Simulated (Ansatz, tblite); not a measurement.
Removing and adding an electron: SiH2Me(NCO) (C₂H₅NOSi). Charge 0, multiplicity 1. Geometry: PBE-D4/def2-SVP. Ansatz, gas phase; energy differences of separate SCF runs; the oxidised species was run as a doublet alone; the reduced species was run as a doublet alone.

| atom | x (Å) | y (Å) | z (Å) |
| --- | --- | --- | --- |
| Si1 | 0.342 | -0.516 | 0.542 |
| H2 | -0.408 | -1.312 | 1.574 |
| H3 | 1.789 | -0.924 | 0.566 |
| C4 | 0.156 | 1.328 | 0.846 |
| H5 | 0.562 | 1.594 | 1.843 |
| H6 | -0.911 | 1.627 | 0.815 |
| H7 | 0.704 | 1.912 | 0.080 |
| N8 | -0.302 | -0.923 | -1.018 |
| C9 | -0.748 | -1.240 | -2.095 |
| O10 | -1.185 | -1.545 | -3.152 |

The xTB rows come from tblite. HOMO above LUMO, or a gap near zero within one spin, warns that the state may not be the lowest or that an electron is smeared out.

| level | −HOMO (eV) | vertical IE (eV) | −LUMO (eV) | vertical EA (eV) | HOMO–LUMO gap (eV) | IE − EA (eV) | remarks |
| --- | --- | --- | --- | --- | --- | --- | --- |
| GFN2-xTB | 11.31 | 14.22 | 5.99 | 2.71 | 5.31 | 11.51 | – |
| PBE-D4/def2-TZVPD | 7.14 | – | 0.80 | -0.69 | 6.35 | – | HOMO above zero (-1 doublet) |
| r2SCAN-D4/def2-TZVP | 7.42 | 10.28 | 0.16 | – | 7.26 | – | – |
| PBE0-D4/def2-TZVP | 8.47 | 10.50 | -0.33 | – | 8.80 | – | – |

**Question.** Estimate the rows for GFN1-xTB, PBE-D4/def2-TZVP, r2SCAN-D4/def2-TZVPD, PBE0-D4/def2-TZVPD.

**Answer.** 
| level | −HOMO (eV) | vertical IE (eV) | −LUMO (eV) | vertical EA (eV) | HOMO–LUMO gap (eV) | IE − EA (eV) | remarks |
| --- | --- | --- | --- | --- | --- | --- | --- |
| GFN1-xTB | 12.27 | 15.13 | 6.72 | 3.40 | 5.55 | 11.74 | – |
| PBE-D4/def2-TZVP | 7.11 | 10.14 | 0.55 | – | 6.56 | – | gap within one spin near zero (+1 doublet) |
| r2SCAN-D4/def2-TZVPD | 7.44 | – | 0.29 | -0.87 | 7.14 | – | HOMO above zero (-1 doublet) |
| PBE0-D4/def2-TZVPD | 8.49 | – | 0.10 | -0.83 | 8.39 | – | HOMO above zero (-1 doublet) |

   A HOMO above zero means that the electron is unbound at that level or that self-interaction error raises the level; the energy of removing that electron tells which. Raw xTB energy differences between charge states are shifted by several eV; the methods need an empirical correction for them. A negative affinity means that the extra electron isn't bound; its size then hangs on the basis.
